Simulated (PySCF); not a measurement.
Si(Cl)2(Me)(OH) (CH₄Cl₂OSi), SMILES C[Si](O)(Cl)Cl. Heavy atoms are numbered as in [CH3:1][Si:2]([OH:3])([Cl:4])[Cl:5]. Hydrogens are named by the atom that carries them.

Geometry optimised at PBE-D3(BJ)/def2-SVP. Other conformers were not sampled.

Level of theory: B3LYP/pcSseg-1 in PySCF.

GIAO shieldings, no solvent; atoms alike by connectivity are averaged. δ = σ(ref) − σ: ¹³C against TMS (σ = 181.3 ppm); ²⁹Si against TMS (σ = 338.7 ppm); ¹⁷O against H2O (σ = 333.8 ppm); ³⁵Cl against HCl (σ = 933.3 ppm); ¹H against TMS (σ = 31.68 ppm), references at their B3LYP-D3(BJ)/def2-TZVP geometries, non-relativistic (without spin–orbit terms, shifts of atoms bonded to Cl or Br come out too high).

Computed chemical shifts:
| nucleus | atoms | count | δ (ppm) |
|---|---|---|---|
| ¹³C | C1 (CH3) | 1 | 8.9 |
| ²⁹Si | Si2 | 1 | 18.3 |
| ¹⁷O | O3 (OH) | 1 | 103.8 |
| ³⁵Cl | Cl4 | 2 | 122.0 |
| ¹H | H on O3 | 1 | 3.04 |
| ¹H | H on C1 | 3 | 1.18 |
